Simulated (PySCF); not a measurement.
F3Ga. Atoms are numbered in the order given.

```xyz
4

Ga     0.0000     0.0000     0.0000
F     -1.7274     0.0000     0.0000
F      0.8637     1.4959     0.0000
F      0.8637    -1.4959     0.0000
```

Geometry: PBE0-D3(BJ)/def2-SVP. The isomer is the one that the SMILES or the coordinates give; other isomers of the formula were not compared.

Method: CAM-B3LYP/def2-TZVPD in PySCF.

ESP charges are fitted to the potential on shells at 1.4 to 2.0 van der Waals radii. Atomic charges (e):

```csv
atom,meta-Löwdin,ESP fit
Ga1,1.47,…
F2,-0.49,…
F3,-0.49,…
F4,-0.49,…
```

Q: Fill in the missing entries. (An estimate is asked for; the answer gives what the named calculation found.)

A: 
- Ga1, ESP fit: 1.34
- F2, ESP fit: -0.45
- F3, ESP fit: -0.45
- F4, ESP fit: -0.45
